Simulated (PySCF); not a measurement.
**Vertical excitation energies**

Compound: C2H5F3SSi.
InChI=1S/C2H5F3SSi/c1-7(6)2(3,4)5/h6-7H,1H3/t7-/m1/s1

Computed, not measured: TDDFT B3LYP/def2-SVPD, vertical, gas phase, core orbitals frozen in the response (PySCF). Geometry: GFN2-xTB, one conformer, isolated molecule. Torsions of this conformer, `[CH3:1][Si@@H:2]([SH:3])[C:4]([F:5])([F:6])[F:7]`: C1–Si2–C4–F5 71°, H–S3–Si2–C1 142°.

Q: What does the calculation give for the low-lying excited states?

A: 

```csv
state,E (eV),E (hartree),f,"main configurations (H = HOMO, L = LUMO)"
S1,5.91,0.2172,0.0069,H→L (92%)
S2,6.24,0.2292,0.026,H→L+1 (89%)
S3,6.83,0.2511,0.0038,H→L+2 (93%)
S4,7.20,0.2647,0.036,H→L+3 (88%)
S5,7.56,0.2780,0.017,H→L+4 (94%)
S6,7.65,0.2813,0.013,H-1→L (90%)
S7,7.83,0.2876,0.0065,"H→L+5 (78%), H→L+6 (10%)"
S8,8.00,0.2941,0.040,"H-1→L+1 (65%), H-2→L (10%), H→L+5 (10%)"
```

Triplets (Tamm–Dancoff): T1 5.52 eV, H→L (92%); T2 5.88 eV, H→L+1 (88%); T3 6.63 eV, H→L+2 (86%).

The lowest singlet lies at 5.91 eV (210 nm, ultraviolet) and is weak; its leading configuration is HOMO→LUMO (92%). The most intense listed level is S8 at 8.00 eV (155 nm, f = 0.040), 2.09 eV above S1. It is the last of those listed, so stronger ones may follow. Löwdin shares by element: HOMO sulfur 76%, silicon 10%, hydrogen 7% or more; LUMO sulfur 32%, silicon 23%, hydrogen 15% or more, carbon 10% or more (atoms not listed hold the other 20%). Orbital energies (eV): HOMO-3 -10.15, HOMO-2 -9.64, HOMO-1 -9.11, HOMO -7.56, LUMO -0.51, LUMO+1 -0.20, LUMO+2 0.34. Weighted by f, the mean energy of these states is 7.29 eV. Of the 8 states listed, 5 reach f = 0.01 and none stays under 0.0005. Only the lowest 8 singlets were computed, as vertical energies without vibronic structure.
